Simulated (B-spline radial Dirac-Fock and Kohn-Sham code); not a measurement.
**f′ and f″ of Pb, 514.4 eV to 3.339 keV**

These are calculated numbers from a radial atomic solver; the model is the dispersion relation over Dirac-Hartree-Slater subshell photoionisation cross sections, with the Kissel-Pratt high-energy constant (isolated atom, no bound-bound lines or fine structure). The forward scattering factor is f₀ + f′ + i f″.

Input of the calculation (task.json; shells as n, l, electrons):

```json
{"items": [{
  "Z": 82,
  "q": 0,
  "cfg": [[1, 0, 2], [2, 0, 2], [2, 1, 6], [3, 0, 2], [3, 1, 6], [3, 2, 10], [4, 0, 2], [4, 1, 6], [4, 2, 10], [4, 3, 14], [5, 0, 2], [5, 1, 6], [5, 2, 10], [6, 0, 2], [6, 1, 2]],
  "A": 208,
  "rrms": 5.5012,
  "do": "dispersion",
  "hv": [514.4, 540.6, 599.5, 606.6, 746.3, 857.1, 1000.0, 1032.0, 1223.0, 1253.6, 1486.9, 2000.0, 2792.0, 2984.4, 3339.0, 3445.0, 4000.0, 4510.9, 5018.0, 5414.7, 5742.0, 6000.0, 6403.9, 6930.3, 7751.0, 8047.8, 9251.7, 10760.0, 10930.0, 12000.0, 15000.0, 17479.3, 19730.0, 22162.9, 24209.8, 25190.0, 29110.0, 30000.0, 39070.0, 40000.0, 44680.0, 47180.0, 72860.0, 79060.0],
  "edges": {"K": 88005.0, "L1": 15861.0, "L2": 15200.0, "L3": 13035.0, "M1": 3851.0, "M2": 3554.0, "M3": 3066.0, "M4": 2586.0, "M5": 2484.0, "N1": 891.8, "N2": 761.9, "N3": 643.5, "N4": 434.3, "N5": 412.2, "N6": 141.7, "N7": 136.9, "O1": 147.0, "O2": 106.4, "O3": 83.3}
}]}
```

Run with: `python xray2_run.py task.json out`

Edges near this range: M1 3851.0 eV, M2 3554.0 eV, M3 3066.0 eV, M4 2586.0 eV, M5 2484.0 eV, N1 891.8 eV, N2 761.9 eV, N3 643.5 eV, N4 434.3 eV, N5 412.2 eV.

```
hν (eV)  λ (Å)   f′ (e)  f″ (e)  tabulated f′  tabulated f″
  514.4  24.10  -49.670  31.899             –         31.21
  540.6  22.93  -47.708  31.763             –         31.21
  599.5  20.68  -44.128  31.028             –         30.60
  606.6  20.44  -43.795  30.909             –         30.49
  746.3  16.61  -36.702  29.958             –         29.23
  857.1  14.47  -32.666  27.832             –         26.91
   1000  12.40  -28.930  25.323        -28.57         24.61
   1032  12.01  -28.297  24.678        -28.11         23.74
   1223  10.14  -25.725  21.204        -25.56         19.59
 1253.6  9.890  -25.458  20.708        -25.40         19.07
 1486.9  8.338  -24.325  17.423        -24.21         15.95
   2000  6.199        ?       ?             ?             ?
   2792  4.441  -26.112  31.810        -27.46         31.87
 2984.4  4.154  -22.078  28.820        -23.14         28.86
   3339  3.713  -15.418  28.487        -15.79         27.97
```

**Question.** What are f′ and f″ at 2000 eV?

**Answer.** f′ = -25.937 and f″ = 12.545 electrons (tables: -26.01 and 11.58). By the optical theorem f″ corresponds to a photoabsorption cross section 2 rₑ λ f″ = 438000 b.

Tabulated f′: xraylib 4.2 anomalous scattering factors (Cullen et al., EPDL97); f″: Chantler's tables (J. Phys. Chem. Ref. Data 1995 and 2000). Both are theoretical tables.
